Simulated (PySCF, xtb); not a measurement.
H4NSi, SMILES [NH][SiH3] (connectivity only; charge and spin as stated), charge -1, multiplicity 1.

The structure is a stationary point at PBE0-D3(BJ)/def2-TZVPD. The multiplicity is an assumed one; other spin states were not compared. The isomer is the one that the SMILES or the coordinates give; other isomers of the formula were not compared.

The numbers are results of C-PCM-M06-2X/def2-SVPD (PySCF), not measurements.

The values are the electrostatic part of the solvation free energy, E(continuum) − E(gas) at the gas-phase geometry, in a cavity of scaled van der Waals radii (PySCF's table); cavitation and dispersion terms are not included. In vacuum the orbital gap is 6.66 eV.

Computed values in water (ε = 78.36), diethylether (ε = 4.24), n-hexane (ε = 1.88):
| solvent | ε | ΔG(elec) (kcal/mol) | gap (eV) |
|---|---|---|---|
| water | 78.36 | -63.1 | 7.84 |
| diethylether | 4.24 | -48.5 | 7.57 |
| n-hexane | 1.88 | -29.5 | 7.22 |

For comparison, GFN2-xTB/ALPB(water) (xtb, at the GFN2-xTB geometry, all terms of that model) gives -66.0 kcal/mol.
